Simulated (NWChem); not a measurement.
Molecule: MoNHSF₂; SMILES [NH]=[Mo]([F])([F])=[S]

Program: NWChem. Medium grid unless said otherwise, to which SCAN and Minnesota functionals are sensitive. Structure relaxed at the PBE0/def2-SVP level. def2 effective core potentials on Mo; no spin-orbit coupling. Total energies of different functionals are on different scales.

| level | energy (Ha) | highest occupied level (eV) | orbital gap (eV) | dipole (D) |
|---|---|---|---|---|
| B3LYP/def2-SVP | -721.2948 | -7.68 | 4.53 | 2.02 |
| PBE/def2-SVP | -720.8986 | -6.70 | 3.07 | 1.89 |
| M05-2X/def2-SVP | -721.1009 | -9.21 | 7.17 | 2.21 |
| M06/def2-SVP | -721.1168 | -8.04 | 4.93 | 2.09 |
| M06-2X/def2-SVP | -721.0027 | -9.14 | 6.96 | 2.28 |
| BLYP/def2-SVP | -721.2376 | -6.49 | 3.03 | 1.85 |
| revPBE/def2-SVP | -721.1856 | -6.66 | 3.09 | 1.88 |
| M06-L/def2-SVP | -721.2751 | -7.07 | 3.30 | 2.00 |
| SCAN/def2-SVP | -721.2685 | -7.08 | 3.33 | 1.98 |
| PW6B95/def2-SVP | -721.8497 | -8.05 | 5.09 | 2.09 |
